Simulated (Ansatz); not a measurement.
Molecular dynamics of AlFH₃NTe

input.yaml

```yaml
crystal:
  periodic: [false, false, false]
  atoms:
    - { symbol: "N", position_ang: [-0.644948, 0.769585, 0.96306] }
    - { symbol: Al, position_ang: [0.566745, -0.267083, 0.18848] }
    - { symbol: F, position_ang: [2.150781, -0.093178, 0.722558] }
    - { symbol: Te, position_ang: [-0.055772, -1.971065, -1.616385] }
    - { symbol: H, position_ang: [-0.436764, 1.465603, 1.68365] }
    - { symbol: H, position_ang: [-1.644001, 0.754951, 0.749365] }
    - { symbol: H, position_ang: [0.125259, -0.72671, -2.736331] }
basis:
  gaussian: { orbitals: def2-SVP }
hamiltonian:
  xc: pbe
md:
  timestep: 0.5
  n_steps: 200
  ensemble: nve
  temperature: 100.0
  initial_velocities: maxwell_boltzmann
  seed: 4575
```

Run as:

```bash
$ ansatz run input.yaml --threads 2 --pin off --max-ram 3072MiB --backend cpu --events-out ev --progress --plain --runs-dir out
```

It starts at the highest image of a converged band, a first-order saddle point between two minima.

Output, in part (one step line in 7, the closing report, with atoms numbered from 0):

```
md step     0: t =     0.00 fs  T =   100.0 K  F+E_penalty+E_count = -18135.81552178 eV  E_kin = 0.064630 eV  conserved = -18135.75089178 eV  (27 SCF iters)
md step     7: t =     3.50 fs  T =    85.9 K  F+E_penalty+E_count = -18135.80626664 eV  E_kin = 0.055506 eV  conserved = -18135.75076110 eV  (29 SCF iters)
md step    14: t =     7.00 fs  T =    65.9 K  F+E_penalty+E_count = -18135.79323194 eV  E_kin = 0.042622 eV  conserved = -18135.75060956 eV  (29 SCF iters)
md step    21: t =    10.50 fs  T =    58.0 K  F+E_penalty+E_count = -18135.78819207 eV  E_kin = 0.037470 eV  conserved = -18135.75072207 eV  (30 SCF iters)
md step    28: t =    14.00 fs  T =    49.8 K  F+E_penalty+E_count = -18135.78301033 eV  E_kin = 0.032160 eV  conserved = -18135.75085023 eV  (30 SCF iters)
md step    35: t =    17.50 fs  T =    34.3 K  F+E_penalty+E_count = -18135.77288360 eV  E_kin = 0.022139 eV  conserved = -18135.75074495 eV  (30 SCF iters)
md step    42: t =    21.00 fs  T =    14.7 K  F+E_penalty+E_count = -18135.76006950 eV  E_kin = 0.009496 eV  conserved = -18135.75057338 eV  (23 SCF iters)
md step    49: t =    24.50 fs  T =    22.7 K  F+E_penalty+E_count = -18135.76535243 eV  E_kin = 0.014644 eV  conserved = -18135.75070795 eV  (31 SCF iters)
md step    56: t =    28.00 fs  T =    30.8 K  F+E_penalty+E_count = -18135.77071954 eV  E_kin = 0.019890 eV  conserved = -18135.75082906 eV  (30 SCF iters)
md step    63: t =    31.50 fs  T =    42.0 K  F+E_penalty+E_count = -18135.77789861 eV  E_kin = 0.027131 eV  conserved = -18135.75076754 eV  (30 SCF iters)
md step    70: t =    35.00 fs  T =    47.9 K  F+E_penalty+E_count = -18135.78160132 eV  E_kin = 0.030980 eV  conserved = -18135.75062173 eV  (29 SCF iters)
md step    77: t =    38.50 fs  T =    69.9 K  F+E_penalty+E_count = -18135.79590696 eV  E_kin = 0.045184 eV  conserved = -18135.75072338 eV  (29 SCF iters)
md step    84: t =    42.00 fs  T =    87.7 K  F+E_penalty+E_count = -18135.80755152 eV  E_kin = 0.056700 eV  conserved = -18135.75085188 eV  (30 SCF iters)
md step    91: t =    45.50 fs  T =    81.0 K  F+E_penalty+E_count = -18135.80304951 eV  E_kin = 0.052323 eV  conserved = -18135.75072617 eV  (28 SCF iters)
md step    98: t =    49.00 fs  T =    81.9 K  F+E_penalty+E_count = -18135.80359765 eV  E_kin = 0.052949 eV  conserved = -18135.75064903 eV  (28 SCF iters)
md step   105: t =    52.50 fs  T =    75.3 K  F+E_penalty+E_count = -18135.79936178 eV  E_kin = 0.048674 eV  conserved = -18135.75068801 eV  (29 SCF iters)
md step   112: t =    56.00 fs  T =    79.2 K  F+E_penalty+E_count = -18135.80202980 eV  E_kin = 0.051216 eV  conserved = -18135.75081349 eV  (28 SCF iters)
md step   119: t =    59.50 fs  T =    69.3 K  F+E_penalty+E_count = -18135.79555559 eV  E_kin = 0.044802 eV  conserved = -18135.75075375 eV  (28 SCF iters)
md step   126: t =    63.00 fs  T =    60.0 K  F+E_penalty+E_count = -18135.78945616 eV  E_kin = 0.038791 eV  conserved = -18135.75066528 eV  (28 SCF iters)
md step   133: t =    66.50 fs  T =    65.2 K  F+E_penalty+E_count = -18135.79285351 eV  E_kin = 0.042131 eV  conserved = -18135.75072239 eV  (29 SCF iters)
md step   140: t =    70.00 fs  T =    71.6 K  F+E_penalty+E_count = -18135.79702181 eV  E_kin = 0.046256 eV  conserved = -18135.75076560 eV  (29 SCF iters)
md step   147: t =    73.50 fs  T =    87.2 K  F+E_penalty+E_count = -18135.80714208 eV  E_kin = 0.056383 eV  conserved = -18135.75075906 eV  (29 SCF iters)
md step   154: t =    77.00 fs  T =    95.4 K  F+E_penalty+E_count = -18135.81235358 eV  E_kin = 0.061684 eV  conserved = -18135.75066936 eV  (28 SCF iters)
md step   161: t =    80.50 fs  T =   112.5 K  F+E_penalty+E_count = -18135.82338388 eV  E_kin = 0.072685 eV  conserved = -18135.75069856 eV  (30 SCF iters)
md step   168: t =    84.00 fs  T =   126.9 K  F+E_penalty+E_count = -18135.83278036 eV  E_kin = 0.082033 eV  conserved = -18135.75074779 eV  (28 SCF iters)
md step   175: t =    87.50 fs  T =   146.4 K  F+E_penalty+E_count = -18135.84542214 eV  E_kin = 0.094643 eV  conserved = -18135.75077901 eV  (30 SCF iters)
md step   182: t =    91.00 fs  T =   166.6 K  F+E_penalty+E_count = -18135.85839634 eV  E_kin = 0.107656 eV  conserved = -18135.75074069 eV  (30 SCF iters)
md step   189: t =    94.50 fs  T =   178.6 K  F+E_penalty+E_count = -18135.86607143 eV  E_kin = 0.115398 eV  conserved = -18135.75067332 eV  (29 SCF iters)
md step   196: t =    98.00 fs  T =   193.7 K  F+E_penalty+E_count = -18135.87593220 eV  E_kin = 0.125184 eV  conserved = -18135.75074857 eV  (29 SCF iters)
md step   200: t =   100.00 fs  T =   192.2 K  F+E_penalty+E_count = -18135.87493116 eV  E_kin = 0.124209 eV  conserved = -18135.75072195 eV  (29 SCF iters)
Total energy: -18135.87496845 eV, -666.4811121531 hartree
Atom 0 at    -0.686670     0.711375     1.021986 Å, force     0.759346     0.358495     0.353447 eV/Å
Atom 1 at     0.572295    -0.241067     0.189614 Å, force    -0.406035    -0.182711    -0.101883 eV/Å
Atom 2 at     2.169237    -0.080208     0.677515 Å, force     0.069665     0.073353    -0.014296 eV/Å
Atom 3 at    -0.065235    -1.965405    -1.619272 Å, force     0.367247     0.313582     0.053939 eV/Å
Atom 4 at    -0.457473     1.467785     1.692577 Å, force    -0.135277    -0.443390    -0.281388 eV/Å
Atom 5 at    -1.650154     0.798026     0.722222 Å, force    -0.395852     0.001182    -0.151517 eV/Å
Atom 6 at     1.433401    -1.620467    -2.352837 Å, force    -0.259095    -0.120511     0.141698 eV/Å
Dipole moment:    -0.367448     0.274575     0.058935 e Å
```

The run went to its last step. The conserved energy stayed within 0.046 meV per atom of its start (net change 0.024 meV per atom), so the integration is sound. A run of 0.1 ps of so small a system gives no equilibrium averages. The orbitals stay closed-shell, which can raise the energy where a bond breaks towards radicals; this wasn't checked here.

The same pairs are bonded in the first frame and the last. Pairs count as bonded within 1.25 times the sum of covalent radii (0.12 Å more for H–H).

Last frame:

```xyz
7
Properties=species:S:1:pos:R:3
N -0.687 0.711 1.022
Al 0.572 -0.241 0.190
F 2.169 -0.080 0.677
Te -0.065 -1.965 -1.619
H -0.458 1.468 1.693
H -1.650 0.798 0.722
H 1.433 -1.621 -2.353
```

The run took 3 min on 2 threads of Intel(R) Xeon(R) Platinum 8488C (Sapphire Rapids) (shared host), peak memory 0.14 GiB.
